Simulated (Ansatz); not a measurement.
`C[N](C)[Zn][Cl]` + `O[SiH3]` → `[SiH3][O][Zn][Cl]` + `CNC` at 600 K and 1 bar (ligand exchange at a Zn–N bond).

Program: Ansatz. Geometries: PBE0-D4/def2-TZVP. ΔE: electronic, gas phase. CCSD(T)/CBS is the MP2 limit (def2-TZVPP, def2-QZVPP) plus CCSD(T) − MP2 in def2-TZVPP, frozen cores. For Zn outer-core shells are correlated without core-valence functions, which leaves a few kJ/mol of doubt a bond. Scalar relativity is left out up to krypton. One conformer a species, not always the lowest.

```json
{"species": "`C[N](C)[Zn][Cl]`", "CCSD(T)/CBS energy (Eh)": "-2372.62212", "H − E (kJ/mol)": "278.4", "S (J/(mol·K))": "456.8"}
{"species": "`O[SiH3]`", "CCSD(T)/CBS energy (Eh)": "-366.69042", "H − E (kJ/mol)": "135.7", "S (J/(mol·K))": "307.9"}
{"species": "`[SiH3][O][Zn][Cl]`", "CCSD(T)/CBS energy (Eh)": "-2604.33020", "H − E (kJ/mol)": "131.9", "S (J/(mol·K))": "436.5"}
{"species": "`CNC`", "CCSD(T)/CBS energy (Eh)": "-135.00321", "H − E (kJ/mol)": "284.6", "S (J/(mol·K))": "333.5"}
```

H − E and S are ideal-gas, rigid-rotor, harmonic terms from PBE0-D4/def2-TZVP, for one conformer and one mirror image of each species. 1 Eh = 2625.50 kJ/mol, R = 8.31446 J/(mol·K).

Q: By hand: ΔE, ΔH, ΔS and ΔG.

A: ΔE = (-2604.33020) + (-135.00321) − (-2372.62212) − (-366.69042) = -0.02087 Eh = -54.8 kJ/mol. Δ(H − E) = 131.9 + 284.6 − 278.4 − 135.7 = 2.4, so ΔH = -52.4 kJ/mol. ΔS = 436.5 + 333.5 − 456.8 − 307.9 = 5.3 J/(mol·K). ΔG = -52.4 − 600 × (5.3)/1000 = -55.6 kJ/mol.

Q: By hand: the equilibrium constant, and the temperature at which ΔG would vanish if ΔH and ΔS stayed fixed.

A: log₁₀ K = −ΔG/(RT ln 10) = 4.8. ΔH and −TΔS have one sign here, so there is no such temperature.

The number of gas molecules stays the same, so ΔS is small and ΔH decides. A doubt of 5 kJ/mol in ΔE shifts log₁₀ K by 0.4 here. Other conformers and mirror images would add mixing entropy, several J/(mol·K) or more a flexible species. Modes under 60 cm⁻¹, often nearly free rotors, make the harmonic entropy too high. These are equilibria of isolated gas molecules and say nothing of rates. Largest T1 diagnostic: 0.015 (customary marks: 0.02 for closed shells, 0.045 for open ones).

ΔS is within the doubt of such terms, so its sign, and with it that verdict, could turn.
